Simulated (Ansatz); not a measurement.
Species: ICl (charge 0, singlet). SMILES: ClI
Geometry: optimised at B3LYP-D3(BJ)/def2-TZVP (Ansatz, a program for electronic structure).

Property: atomisation energy, in kcal/mol. Set-up: UHF or UKS for open shells; valence correlation only (noble-gas shells and the d and f shells of earlier blocks); spin-orbit terms left out; LANL2DZ with its own core potentials from Na on; atomisation electronic, to ground-state atoms; 6-31G* and kin with 6d, 5d where marked; def2 sets with scalar-relativistic core potentials past Kr; STO-3G and 3-21G all-electron and non-relativistic. Ab initio and DFT rows: single points at B3LYP-D3(BJ) geometries (Ansatz).

| level | program | atomisation energy (kcal/mol) |
|---|---|---|
| HF/STO-3G | Ansatz | 32.2 |
| PBE/LANL2DZ | Ansatz | 37.9 |
| B3LYP/STO-3G | Ansatz | 60.3 |
| B3LYP/3-21G | Ansatz | 34.2 |
| B3LYP/def2-SVP | Ansatz | 48.0 |
| B3LYP/6-31G* with LANL2DZ past Ar | Ansatz | 38.2 |
| MP2/6-31G* with LANL2DZ past Ar | Ansatz | 29.5 |
| PBE/def2-TZVPD | Ansatz | 60.9 |
| B3LYP/def2-TZVPD | Ansatz | 52.3 |
| B2PLYP-D3(BJ)/def2-TZVPD | Ansatz + dftd3 | 53.1 |

No value to compare with is used here. The 7 habitual levels span 29.5 (MP2/6-31G* with LANL2DZ past Ar) to 60.3 kcal/mol (B3LYP/STO-3G); B2PLYP-D3(BJ)/def2-TZVPD gives 53.1.

The levels are drawn from those run, B3LYP/6-31G* more often than the rest, none by its result; runs whose electronic state is in doubt are left out.
